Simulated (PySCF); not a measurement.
# Electron correlation in S⁺ (sulfur, charge +1)

[Ne] 3s1 3p3 3d1, high-spin 6D determinant (an excited configuration). All numbers are calculated (PySCF 2.14, the non-relativistic Hamiltonian (point nucleus), in aug-cc-pwCVDZ (6s5p3d, 36 functions)). Frozen: 1s2; 13 electrons correlated.

| level | correlation energy (mhartree) |
| --- | --- |
| CCSD | -164.24 |
| (T) | -0.77 |
| CCSD(T) | -165.01 |

Diagnostics: T1 = 0.0021, D1 = 0.0085, largest double amplitude 0.038.

Is a single reference adequate?

Yes: T1 lies below 0.03 and no double amplitude reaches 0.07.
